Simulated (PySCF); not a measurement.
Bonds (- single, = double, # triple, : aromatic): N1#C2 1.157 Å, C2-C3 1.459 Å, C3-C4 1.527 Å, C4-Se5 1.950 Å. C3 carries H6, H7; C4 carries H8, H9; Se5 carries H10.

Geometry: PBE0-D3(BJ)/def2-SVP; GIAO absolute shieldings from PySCF 2.14, gas phase, non-relativistic, averaged over equivalent atoms.

At PBE0/pcSseg-1 (134 basis functions, 9.3 s wall time on 1 thread of an x86-64 server CPU, shared host):
```tsv
atoms	σ (ppm)
N1	-39.2
C2	62.1
C3	160.1
C4	160.8
Se5	1757.0
H8/H9	28.86
H6/H7	29.06
H10	29.30
```

Problem. Estimate the result of repeating the calculation with KT3/pcSseg-2.

Solution. 
```json
{"atoms": "N1", "σ at KT3/pcSseg-2": "-15.0", "change": "+24.2"}
{"atoms": "C2", "σ at KT3/pcSseg-2": "68.7", "change": "+6.6"}
{"atoms": "C3", "σ at KT3/pcSseg-2": "154.1", "change": "-6.0"}
{"atoms": "C4", "σ at KT3/pcSseg-2": "153.9", "change": "-6.9"}
{"atoms": "Se5", "σ at KT3/pcSseg-2": "1723.3", "change": "-33.7"}
{"atoms": "H8/H9", "σ at KT3/pcSseg-2": "28.77", "change": "-0.09"}
{"atoms": "H6/H7", "σ at KT3/pcSseg-2": "28.92", "change": "-0.14"}
{"atoms": "H10", "σ at KT3/pcSseg-2": "29.50", "change": "+0.20"}
```

The largest change is at Se5 (selenium bonded to C, H). Cost: 277 basis functions, 33 s wall time on 1 thread of an x86-64 server CPU, shared host. The order of the carbon signals changes between the two levels.

Relativistic effects, spin–orbit coupling among them, are left out; they matter for Se and for the light atoms bonded to it.
